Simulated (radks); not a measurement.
Values are calculated unless marked as measured or tabulated.
The iridium ion Ir2+ inside a hard spherical wall (all orbitals vanish at R), configuration held at [Xe] 4f14 5d7 and not refilled when levels cross. Code: a radial shooting solver on a logarithmic mesh with Libxc functionals. Model: scalar-relativistic Kohn-Sham, LDA (Slater exchange, Perdew-Wang correlation), spin-polarised, spherical densities, finite nucleus; open shells are filled with parallel spins first (spin-orbit coupling, left out, can overturn this in heavy ions); Fermi nuclear charge, rms radius 5.4032 fm. Eigenvalues in eV for spin up, with the zero of energy where the potential of the charges vanishes at infinity; a dash marks a level that is unbound or too diffuse for the functional's potential to be trusted. A positive occupied level is held by the wall or, in an anion where self-interaction has pushed it up, behind a barrier. The pressure on the wall is -dE/dV.

R (bohr),E (hartree),kinetic (hartree),e(5s),e(4f),e(5p),e(5d),"e(6s, empty)","e(6p, empty)",pressure (GPa)
free,-17813.0823,19789.810,-116.58,-80.394,-73.423,-25.478,-22.362,-14.569,0
15,-17813.0823,19789.810,-116.58,-80.394,-73.423,-25.478,-22.362,-14.569,< 0.0001
8,-17813.0823,19789.810,-116.58,-80.393,-73.422,-25.478,-22.361,-14.548,0.000818
6,-17813.0813,19789.821,-116.53,-80.343,-73.376,-25.436,-22.275,-14.158,0.144
3.5,-17812.8533,19791.266,-112.96,-76.441,-70.038,-21.983,-15.049,-1.539,93.8
3,-17812.4014,19793.607,-109.05,-71.975,-66.375,-17.616,-5.312,12.488,394
2,-17805.1731,19825.927,-81.848,-39.513,-37.605,20.925,87.079,126.48,12800
1.5,-17777.1896,19933.947,-19.808,22.542,35.453,114.66,307.87,372.43,124000
